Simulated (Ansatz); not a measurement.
Geometry optimisation, RKS B3LYP/def2-SVP (Ansatz).

Input:

```yaml
crystal:
  periodic: [false, false, false]
  atoms:
    - { symbol: C, position_ang: [-1.51698, 1.10205, 1.61248] }
    - { symbol: C, position_ang: [-0.60377, 0.65056, 0.97206] }
    - { symbol: Si, position_ang: [0.83371, -0.00196, 0.04259] }
    - { symbol: C, position_ang: [0.48355, -0.93078, -1.40991] }
    - { symbol: F, position_ang: [-0.81164, -1.14717, -1.81879] }
    - { symbol: H, position_ang: [-2.33088, 1.48314, 2.15941] }
    - { symbol: H, position_ang: [2.12117, 0.32413, 0.62468] }
    - { symbol: H, position_ang: [1.18709, -1.3959, -2.08253] }
basis:
  gaussian: { orbitals: def2-SVP }
hamiltonian:
  xc: b3lyp
relax:
  f_tol: 0.015
  max_steps: 40
```

Launched with:

```bash
$ ansatz run input.yaml --threads 1 --pin off --max-ram 2048MiB --backend cpu --events-out ev --progress --plain --runs-dir out
```

**Question.** Where does it end, and by what steps?

**Answer.** The run converged. After 6 steps the energy has fallen by 0.131 eV; F5 moved furthest, 0.21 Å.

```json
{"step": "0", "energy less start (eV)": "0.0000", "largest force component (eV/Å)": "1.716", "accepted": "yes"}
{"step": "1", "energy less start (eV)": "-0.0968", "largest force component (eV/Å)": "0.567", "accepted": "yes"}
{"step": "2", "energy less start (eV)": "-0.1173", "largest force component (eV/Å)": "0.264", "accepted": "yes"}
{"step": "3", "energy less start (eV)": "-0.1199", "largest force component (eV/Å)": "0.221", "accepted": "yes"}
{"step": "4", "energy less start (eV)": "-0.1265", "largest force component (eV/Å)": "0.302", "accepted": "yes"}
{"step": "5", "energy less start (eV)": "-0.1309", "largest force component (eV/Å)": "0.045", "accepted": "yes"}
{"step": "6", "energy less start (eV)": "-0.1310", "largest force component (eV/Å)": "0.007", "accepted": "yes"}
```

```xyz
8
Properties=species:S:1:pos:R:3
C -1.537 1.151 1.689
C -0.643 0.677 1.009
Si 0.701 -0.012 0.023
C 0.473 -0.939 -1.422
F -0.710 -1.250 -1.972
H -2.329 1.567 2.285
H 2.083 0.228 0.476
H 1.324 -1.338 -1.989
```

Time of the run: 20 s on 1 thread of Intel(R) Xeon(R) Platinum 8488C (Sapphire Rapids), with other jobs on the host, peak memory 0.2 GiB.
